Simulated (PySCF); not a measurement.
Radial density of Mo (molybdenum, neutral)

TPSSh, [Kr] 4d6, high-spin 5D determinant (an excited configuration). Computed with PySCF 2.14 in aug-cc-pwCVDZ-PP with ECP28MDF, with scalar relativity through the core potential. This is the valence pseudo-density: the core potential removes the inner electrons and smooths the orbitals near the nucleus.

```json
{"r (bohr)": "0.0438", "4πr²ρ (e/bohr)": "2.282e-05", "4πr²(ρα − ρβ)": "0.0000"}
{"r (bohr)": "0.0737", "4πr²ρ (e/bohr)": "6.773e-05", "4πr²(ρα − ρβ)": "0.0000"}
{"r (bohr)": "0.124", "4πr²ρ (e/bohr)": "0.0003529", "4πr²(ρα − ρβ)": "0.0000"}
{"r (bohr)": "0.208", "4πr²ρ (e/bohr)": "0.004267", "4πr²(ρα − ρβ)": "0.0009"}
{"r (bohr)": "0.351", "4πr²ρ (e/bohr)": "0.1012", "4πr²(ρα − ρβ)": "0.0175"}
{"r (bohr)": "0.590", "4πr²ρ (e/bohr)": "2.409", "4πr²(ρα − ρβ)": "0.2578"}
{"r (bohr)": "0.992", "4πr²ρ (e/bohr)": "10.77", "4πr²(ρα − ρβ)": "1.4932"}
{"r (bohr)": "1.67", "4πr²ρ (e/bohr)": "6.012", "4πr²(ρα − ρβ)": "2.0060"}
{"r (bohr)": "2.81", "4πr²ρ (e/bohr)": "1.315", "4πr²(ρα − ρβ)": "0.7927"}
{"r (bohr)": "4.72", "4πr²ρ (e/bohr)": "0.2072", "4πr²(ρα − ρβ)": "0.1036"}
{"r (bohr)": "7.94", "4πr²ρ (e/bohr)": "0.01363", "4πr²(ρα − ρβ)": "0.0010"}
{"r (bohr)": "13.4", "4πr²ρ (e/bohr)": "0.0001720", "4πr²(ρα − ρβ)": "-0.0001"}
```

Energies and moments cover only the electrons outside the core potential.
